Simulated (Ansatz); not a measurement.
Geometry optimisation, Ansatz 0.2.0, RKS B3LYP-D4/STO-3G.

The input (input.yaml):

```yaml
crystal:
  periodic: [false, false, false]
  atoms:
    - { symbol: Si, position_ang: [0.0, 0.0, 0.0] }
    - { symbol: F, position_ang: [0.0, 0.0, 1.59] }
    - { symbol: Si, position_ang: [2.0935, 0.0, -0.7393] }
    - { symbol: H, position_ang: [2.5508, -1.3762, -0.9079] }
    - { symbol: H, position_ang: [2.1573, 0.6939, -2.0222] }
    - { symbol: H, position_ang: [2.951, 0.6823, 0.2255] }
    - { symbol: Si, position_ang: [-1.0456, 1.8115, -0.7393] }
    - { symbol: H, position_ang: [-2.4302, 1.478, -1.0607] }
    - { symbol: H, position_ang: [-1.0215, 2.8436, 0.2931] }
    - { symbol: H, position_ang: [-0.3743, 2.3069, -1.9374] }
    - { symbol: Si, position_ang: [-1.0456, -1.8115, -0.7393] }
    - { symbol: H, position_ang: [-1.7029, -2.4846, 0.3772] }
    - { symbol: H, position_ang: [-2.0454, -1.4265, -1.7311] }
    - { symbol: H, position_ang: [-0.0777, -2.7173, -1.3511] }
basis:
  gaussian: { orbitals: STO-3G }
hamiltonian:
  xc: b3lyp
  dispersion: d4
relax:
  f_tol: 0.02
  max_steps: 40
output:
  orbitals: {}
```

Command:

```bash
$ ansatz run input.yaml --threads 1 --pin off --max-ram 2048MiB --backend cpu --events-out ev --progress --plain --runs-dir out
```

Where does it end, and by what steps?

The forces met the threshold. The force dipped under the threshold on the way, but the program's further checks kept it going. Limits of this set-up: minimal basis. After 18 steps the energy has fallen by 0.338 eV; H12 moved furthest, 1.03 Å.

```
step  energy less start (eV)  largest force component (eV/Å)  accepted
   0                  0.0000                           3.179       yes
   1                 -0.2136                           1.510       yes
   2                 -0.2859                           0.717       yes
   3                 -0.3011                           0.015       yes
   4                 -0.3044                           0.345       yes
   5                 -0.3074                           0.240       yes
   6                 -0.3131                           0.166       yes
   7                 -0.3168                           0.131       yes
   8                 -0.3222                           0.111       yes
   9                 -0.3238                           0.175       yes
  10                 -0.3270                           0.098       yes
  11                 -0.3303                           0.006       yes
  12                 -0.3321                           0.092       yes
  13                 -0.3332                           0.091       yes
  14                 -0.3346                           0.095       yes
  15                 -0.3352                           0.127       yes
  16                 -0.3362                           0.102       yes
  17                 -0.3374                           0.003       yes
  18                 -0.3378                           0.012       yes
```

```xyz
14
Properties=species:S:1:pos:R:3
Si 0.008 -0.073 0.017
F 0.027 -0.261 1.674
Si 2.147 0.052 -0.749
H 2.920 -1.114 -0.387
H 2.147 0.143 -2.192
H 2.837 1.215 -0.239
Si -1.106 1.839 -0.513
H -2.494 1.786 -0.115
H -0.512 3.000 0.111
H -1.071 2.047 -1.943
Si -1.042 -1.856 -0.929
H -2.338 -2.095 -0.335
H -1.245 -1.613 -2.340
H -0.266 -3.069 -0.802
```

Whether the end is a true minimum wasn't checked by a vibrational analysis.

Run time: 69 s on 1 thread of Arm Neoverse V1, with other jobs on the host, peak memory 0.14 GiB.
